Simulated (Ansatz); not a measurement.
```xyz
7

C    -0.788    0.254    0.052
Ga    1.037    0.230   -0.944
Ga    0.427   -0.847    1.093
H    -1.856    0.128   -0.132
H    -0.590    1.335    0.206
H     1.395    1.034   -2.249
H     0.374   -2.135    1.973
```

Total charge 0; spin multiplicity 1.

Q: List the B3LYP/def2-TZVPP orbital energies in eV (the Gaussian-basis code of Ansatz). (An estimate is asked.)

A: The calculation gave: Occupied: -10137.75, -10137.62, -1249.51, -1249.40, -1106.75, -1106.67, -1106.64, -1106.64, -1106.57, -1106.52, -276.44, -149.51, -149.41, -102.94, -102.84, -102.70, -102.66, -102.63, -102.55, -22.89, -22.73, -22.66, -22.61, -22.59, -22.53, -22.48, -22.43, -22.29, -22.26, -18.02, -12.42, -11.33, -10.48, -9.14, -6.61, -5.62. Lowest empty: -2.40, -1.24, -0.55, 0.22, 1.39, 2.13, 2.29, 2.81.

B3LYP here is the variant with VWN-RPA as its local correlation; programs differ in this.
